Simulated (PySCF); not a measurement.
Compound: C₇H₆NS (doublet state).
Numbering: `[S:1]=[C:2][CH2:3][c:4]1[cH:5][cH:6][n:7][cH:8][cH:9]1` (hydrogens: H10, H11 on C3; H12 on C5; H13 on C6; H14 on C8; H15 on C9)

Computed, not measured: UKS B3LYP, pcH-1 on C H N S, non-relativistic, mean-field spin-orbit, GIAO (PySCF 2.14.0). Isolated species at its GFN2-xTB geometry (one conformer only). The geometry wasn't refined by DFT: couplings that depend on bond lengths, twists or pyramidal angles can differ widely from those at the functional's own minimum.

Output of the driver script. Atoms in this output count from 0.

```
UKS, coarse grid
  cycle   1  E = -723.19477992  |g| = 3.01e-01
  cycle   2  E = -723.16404165  |g| = 3.94e-01
  cycle   3  E = -723.23018552  |g| = 1.44e-01
  cycle   4  E = -723.23865781  |g| = 6.71e-02
  cycle   5  E = -723.24108668  |g| = 1.95e-02
  cycle   6  E = -723.24125372  |g| = 6.85e-03
  cycle   7  E = -723.24127921  |g| = 3.36e-03
  cycle   8  E = -723.24128749  |g| = 1.27e-03
  cycle   9  E = -723.24129061  |g| = 6.00e-04
UKS, final grid
  cycle   1  E = -723.24129115  |g| = 6.83e-04
  cycle   2  E = -723.24129099  |g| = 1.12e-03
  cycle   3  E = -723.24129161  |g| = 2.23e-04
  cycle   4  E = -723.24129167  |g| = 1.65e-04
  cycle   5  E = -723.24129173  |g| = 1.22e-04
  cycle   6  E = -723.24129175  |g| = 4.60e-05
  cycle   7  E = -723.24129175  |g| = 7.87e-06
E = -723.24129175 Eh   <S^2> = 0.7548 (exact 0.7500)
g shifts (ppm)      1          2          3
  rmc          -193       -193       -193
  gc             42          4        -90
  oz_so      -33246       -590       6595
  total      -33397       -780       6311
hyperfine (MHz)  atom isotope    a_iso     a_fc   dipolar eigenvalues
    0   33S      11.86      11.86    -39.80    -33.34     73.14
    1   13C     286.11     286.11    -57.53    -50.14    107.67
    2   13C      51.25      51.25     -5.84     -5.59     11.43
    3   13C      36.01      36.01     -4.86     -4.07      8.93
    4   13C       0.64       0.64     -0.99     -0.15      1.14
    5   13C       0.19       0.19     -0.76     -0.07      0.83
    6   14N       0.44       0.44     -0.38     -0.36      0.74
    7   13C       0.18       0.18     -0.76     -0.07      0.83
    8   13C       0.60       0.60     -0.98     -0.14      1.13
    9    1H      10.05      10.05     -6.37     -4.44     10.81
   10    1H      10.22      10.22     -6.37     -4.44     10.82
   11    1H       1.04       1.04     -1.49     -0.99      2.48
   12    1H       1.00       1.00     -0.53     -0.43      0.95
   13    1H       0.99       0.99     -0.53     -0.43      0.95
   14    1H       1.04       1.04     -1.49     -1.00      2.49
```

The run flagged its g tensor. What set off the flag, and which results does it touch?

The largest g shift is -0.033, past the limit of 0.03 at which the run flags a species of elements up to argon. The orbital-Zeeman/spin–orbit term is second order, a sum of spin–orbit matrix elements over excitation energies, so it grows and becomes less reliable as an excited state comes close; a shift of this size calls for a check with another method. The contact and dipolar couplings don't rest on that expansion, but they belong to the state that the SCF found, and a close-lying state with the spin in another orbital would have other couplings; no stability test was run. The run left out the spin–orbit part of the hyperfine coupling.

Where is the spin in this solution (atoms counted from 1)?

Largest spin populations (Mulliken): C2 (+0.63) and S1 (+0.32). The unrestricted determinant has ⟨S²⟩ = 0.7548 (exact 0.7500), so spin contamination is small. 

Average a_iso over equivalent nuclei, turn it into first-order splittings with g = 2.0023, and give the multiplets for abundant isotopes (0.05 mT or more).

```
nuclei (from 1)  isotope    I         position  a_iso (MHz)  |a| (mT)    splits into
        H10/H11       1H  1/2  2 bonds from C2         10.1      0.36  1:2:1 triplet
```

Class means assume fast exchange of nuclei equivalent by connectivity; if that motion is slow, each nucleus keeps its own coupling.

Hardware: one thread of an Arm Neoverse V2, no GPU, shared host with 32 logical CPUs at a one-minute load of 28. Cost: 1.9 min of wall time (with the writing of density and orbital grids), 1.1 GiB resident at most.
